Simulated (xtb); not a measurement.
F$_{4}$Ge (SMILES [F][Ge]([F])([F])[F]), singlet, at a GFN2-xTB geometry; GFN2-xTB run with xtb.

Here is a job for xtb.
```
$ xtb mol.xyz --gfn 2 --hess --json

# file mol.xyz
5

F      1.28249365    -1.06843622    -0.11172530
Ge    -0.00000000    -0.00000000    -0.00000000
F      0.58041552     1.56903814     0.00809899
F     -1.01772117    -0.21135552    -1.31087792
F     -0.84518800    -0.28924641     1.41450423
```

### Question
Write the output that xtb gives for this input, abridged.

### Answer

```
   ID    Z sym.   atoms
    1    9 F      1, 3-5
    2   32 Ge     2

           -------------------------------------------------
          |                Calculation Setup                |
           -------------------------------------------------

           -------------------------------------------------
          |                 G F N 2 - x T B                 |
           -------------------------------------------------

          ...................................................
          :                      SETUP                      :
          :.................................................:
          :  # basis functions                  26          :
          :  # atomic orbitals                  25          :
          :  # shells                           11          :
          :  # electrons                        32          :
          :  max. iterations                   250          :
          :  Hamiltonian                  GFN2-xTB          :
          :  restarted?                      false          :
          :  GBSA solvation                  false          :
          :  PC potential                    false          :
          :  electronic temp.          300.0000000     K    :
          :  accuracy                    1.0000000          :
          :  -> integral cutoff          0.2500000E+02      :
          :  -> integral neglect         0.1000000E-07      :
          :  -> SCF convergence          0.1000000E-05 Eh   :
          :  -> wf. convergence          0.1000000E-03 e    :
          :  Broyden damping             0.4000000          :
          :  net charge                          0          :
          :  unpaired electrons                  0          :
          ...................................................

 iter      E             dE          RMSdq      gap      omega  full diag
   1    -20.2582166 -0.202582E+02  0.918E+00    7.54       0.0  T
   2    -20.2556210  0.259567E-02  0.896E+00   12.28       1.0  T
   3    -21.0161773 -0.760556E+00  0.343E+00    9.04       1.0  T
   4    -21.0166382 -0.460871E-03  0.680E-01    8.73       1.0  T
   5    -21.0190850 -0.244683E-02  0.222E-01    8.87       1.0  T
   6    -21.0193443 -0.259289E-03  0.605E-02    8.81       1.0  T
   7    -21.0193981 -0.537832E-04  0.465E-03    8.82       9.6  T
   8    -21.0193982 -0.123863E-06  0.170E-03    8.82      26.3  T
   9    -21.0193982 -0.104671E-07  0.123E-04    8.83     362.4  T
  10    -21.0193982 -0.115687E-09  0.584E-05    8.83     765.2  T

   *** convergence criteria satisfied after 10 iterations ***

         :::::::::::::::::::::::::::::::::::::::::::::::::::::
         ::                     SUMMARY                     ::
         :::::::::::::::::::::::::::::::::::::::::::::::::::::
         :: total energy             -20.995797171569 Eh    ::
         :: gradient norm              0.000008497217 Eh/a0 ::
         :: HOMO-LUMO gap              8.825029011309 eV    ::
         ::.................................................::
         :: SCC energy               -21.019397905124 Eh    ::
         :: -> isotropic ES            0.012126517652 Eh    ::
         :: -> anisotropic ES         -0.000312940928 Eh    ::
         :: -> anisotropic XC         -0.007233249559 Eh    ::
         :: -> dispersion             -0.002162258701 Eh    ::
         :: repulsion energy           0.023600733555 Eh    ::
         :: add. restraining           0.000000000000 Eh    ::
         :: total charge              -0.000000000000 e     ::
         :::::::::::::::::::::::::::::::::::::::::::::::::::::

           -------------------------------------------------
          |                Numerical Hessian                |
           -------------------------------------------------
step length          :   0.00500
SCC accuracy         :   0.30000
Hessian scale factor :   1.00000
frozen atoms in %    :   0.00000    0
RMS gradient         :   0.00001
estimated CPU  time      0.00 min

writing file <hessian>.

 projected vibrational frequencies (cm⁻¹)
eigval :       -0.00    -0.00    -0.00     0.00     0.00     0.00
eigval :      132.01   132.03   185.57   185.58   185.59   483.62
eigval :      583.61   583.61   583.61
           -------------------------------------------------
          |                Property Printout                |
           -------------------------------------------------

    * Orbital Energies and Occupations

         #    Occupation            Energy/Eh            Energy/eV
      -------------------------------------------------------------
         1        2.0000           -0.9092627             -24.7423
       ...           ...                  ...                  ...
         4        2.0000           -0.8812122             -23.9790
         5        2.0000           -0.6798821             -18.5005
         6        2.0000           -0.6030791             -16.4106
         7        2.0000           -0.6030791             -16.4106
         8        2.0000           -0.6030791             -16.4106
         9        2.0000           -0.5822302             -15.8433
        10        2.0000           -0.5822302             -15.8433
        11        2.0000           -0.5689581             -15.4821
        12        2.0000           -0.5689581             -15.4821
        13        2.0000           -0.5689581             -15.4821
        14        2.0000           -0.5679637             -15.4551
        15        2.0000           -0.5679637             -15.4551
        16        2.0000           -0.5679637             -15.4551 (HOMO)
        17                         -0.2436503              -6.6301 (LUMO)
        18                         -0.1097019              -2.9851
        19                         -0.1097019              -2.9851
        20                         -0.1097019              -2.9851
        21                          0.0262106               0.7132
[...]
     #   Z sym  total        # sym  WBO       # sym  WBO       # sym  WBO
 ---------------------------------------------------------------------------
     1   9 F    1.382 --     2 Ge   1.157
     2  32 Ge   4.630 --     3 F    1.157     4 F    1.157     5 F    1.157
                             1 F    1.157
     3   9 F    1.382 --     2 Ge   1.157
     4   9 F    1.382 --     2 Ge   1.157
     5   9 F    1.382 --     2 Ge   1.157
 ---------------------------------------------------------------------------

Topologies differ in total number of bonds
Writing topology from bond orders to xtbtopo.mol

molecular dipole:
                 x           y           z       tot (Debye)
 q only:       -0.000       0.000      -0.000
   full:       -0.000       0.000      -0.000       0.000
molecular quadrupole (traceless):
                xx          xy          yy          xz          yz          zz
 q only:       -0.000       0.000       0.000       0.000       0.000       0.000
  q+dip:        0.000       0.000      -0.000      -0.000       0.000       0.000
   full:        0.000       0.000      -0.000      -0.000       0.000       0.000

           -------------------------------------------------
          |               Frequency Printout                |
           -------------------------------------------------
 projected vibrational frequencies (cm⁻¹)
eigval :       -0.00    -0.00    -0.00     0.00     0.00     0.00
eigval :      132.01   132.03   185.57   185.58   185.59   483.62
eigval :      583.61   583.61   583.61
 reduced masses (amu)
   1: 34.81   2: 26.22   3: 36.73   4: 24.97   5: 42.90   6: 26.98   7: 19.00   8: 19.00
   9: 31.78  10: 31.78  11: 31.78  12: 19.00  13: 33.63  14: 33.63  15: 33.63
 IR intensities (km·mol⁻¹)
   1:  0.00   2:  0.00   3:  0.00   4:  0.00   5:  0.00   6:  0.00   7:  0.00   8:  0.00
   9: 52.64  10: 52.64  11: 52.63  12:  0.00  13:131.00  14:131.01  15:131.00
Molecule has the following symmetry elements: 4*(C3) 3*(C2) 3*(S4) 6*(sigma)
It seems to be the Td point group
 Raman intensities (Ä⁴*amu⁻¹)
   1:  0.00   2:  0.00   3:  0.00   4:  0.00   5:  0.00   6:  0.00   7:  0.00   8:  0.00
   9:  0.00  10:  0.00  11:  0.00  12:  0.00  13:  0.00  14:  0.00  15:  0.00
 output can be read by thermo (or use thermo option).
 writing <g98.out> molden fake output.
 recommended (thermochemical) frequency scaling factor: 1.0
           -------------------------------------------------
          |             Thermodynamic Functions             |
           -------------------------------------------------

td  symmetry found (for desy threshold:  0.10E+00) used in thermo

          ...................................................
          :                      SETUP                      :
          :.................................................:
          :  # frequencies                           9      :
          :  # imaginary freq.                       0      :
          :  linear?                             false      :
          :  only rotor calc.                    false      :
          :  symmetry                               td      :
          :  rotational number                      12      :
          :  scaling factor                  1.0000000      :
          :  rotor cutoff                   50.0000000 cm⁻¹ :
          :  imag. cutoff                  -20.0000000 cm⁻¹ :
          :.................................................:

    mode    ω/cm⁻¹     T·S(HO)/kcal·mol⁻¹    T·S(FR)/kcal·mol⁻¹   T·S(vib)
   ------------------------------------------------------------------------
       1    132.01    -0.86958 ( 97.98%)    -0.76868 (  2.02%)    -0.86754
       2    132.03    -0.86950 ( 97.98%)    -0.76864 (  2.02%)    -0.86747
       3    185.57    -0.67728 ( 99.48%)    -0.66786 (  0.52%)    -0.67723
       4    185.58    -0.67727 ( 99.48%)    -0.66786 (  0.52%)    -0.67722
       5    185.59    -0.67723 ( 99.48%)    -0.66784 (  0.52%)    -0.67718
   ------------------------------------------------------------------------

   temp. (K)  partition function   enthalpy   heat capacity  entropy
                                   cal/mol     cal/K/mol   cal/K/mol   J/K/mol
 298.15  VIB   29.0                 2413.137     13.857     14.771
         ROT  0.107E+05              888.752      2.981     21.428
         INT  0.312E+06             3301.889     16.838     36.198
         TR   0.175E+28             1481.254      4.968     40.881
         TOT                        4783.1431    21.8064    77.0787   322.4975

       T/K    H(0)-H(T)+PV         H(T)/Eh          T*S/Eh         G(T)/Eh
   ------------------------------------------------------------------------
    298.15    0.762242E-02    0.145827E-01    0.366226E-01   -0.220399E-01
   ------------------------------------------------------------------------

         :::::::::::::::::::::::::::::::::::::::::::::::::::::
         ::                  THERMODYNAMIC                  ::
         :::::::::::::::::::::::::::::::::::::::::::::::::::::
         :: total free energy         -21.017837052912 Eh   ::
         ::.................................................::
         :: total energy              -20.995797171596 Eh   ::
         :: zero point energy           0.006960292507 Eh   ::
         :: G(RRHO) w/o ZPVE           -0.029000173823 Eh   ::
         :: G(RRHO) contrib.           -0.022039881316 Eh   ::
         :::::::::::::::::::::::::::::::::::::::::::::::::::::

           -------------------------------------------------
          | TOTAL ENERGY              -20.995797171596 Eh   |
          | TOTAL ENTHALPY            -20.981214455379 Eh   |
          | TOTAL FREE ENERGY         -21.017837052912 Eh   |
          | GRADIENT NORM               0.000008605622 Eh/α |
          | HOMO-LUMO GAP               8.825016039328 eV   |
           -------------------------------------------------

normal termination of xtb
```
